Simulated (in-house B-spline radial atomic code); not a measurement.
## Xe5+: [Kr] 4d10 5s2 5p1

Method: Dirac-Kohn-Sham BHandHLYP, spherical fractional occupations, Fermi nucleus of rms radius 4.7859 fm. Calculated with an all-electron radial atomic-structure program (B-spline basis).

Z_r = [3n² - l(l+1)]/(2<r>); Z_e = n√(-2ε); the last column is Slater's effective charge. Values are occupation-weighted means over j. An effective charge above Z reflects the relativistic contraction of the inner shells.

| shell | electrons | ε (eV) | <r> (bohr) | Z_r | Z_e | Slater |
| --- | --- | --- | --- | --- | --- | --- |
| 1s | 2 | -34616 | 0.02665 | 56.28 | 50.44 | 53.70 |
| 2s | 2 | -5489.6 | 0.1141 | 52.59 | 40.17 | 49.85 |
| 2p | 6 | -4937.5 | 0.1001 | 49.95 | 38.10 | 49.85 |
| 3s | 2 | -1194 | 0.3053 | 44.22 | 28.10 | 42.75 |
| 3p | 6 | -1012.4 | 0.3034 | 41.21 | 25.88 | 42.75 |
| 3d | 10 | -739.02 | 0.2804 | 37.45 | 22.11 | 32.85 |
| 4s | 2 | -274.79 | 0.7157 | 33.54 | 17.98 | 26.25 |
| 4p | 6 | -215.55 | 0.7628 | 30.15 | 15.92 | 26.25 |
| 4d | 10 | -126.95 | 0.8658 | 24.26 | 12.22 | 14.85 |
| 5s | 2 | -76.585 | 1.684 | 22.27 | 11.86 | 10.00 |
| 5p | 1 | -57.385 | 1.915 | 19.06 | 10.27 | 10.00 |

The least bound orbital is 5p3/2 at -56.73 eV, and it is also the most diffuse (<r> = 1.935 bohr).

Spin-orbit splittings of the orbital energies (j = l + 1/2 above j = l - 1/2 when positive): 2p 325.4 eV, 3p 62.63 eV, 3d 13.14 eV, 4p 12.62 eV, 4d 2.074 eV, 5p 1.953 eV.

For the 1s electron the small component carries 3.96 % of the norm, the zero-frequency Breit interaction raises the level by 86.87 eV, self-energy by 49.99 eV, and vacuum polarisation lowers it by 7.004 eV.

Caution: exact exchange at fractional occupations of open shells leaves self-interaction of up to several eV.
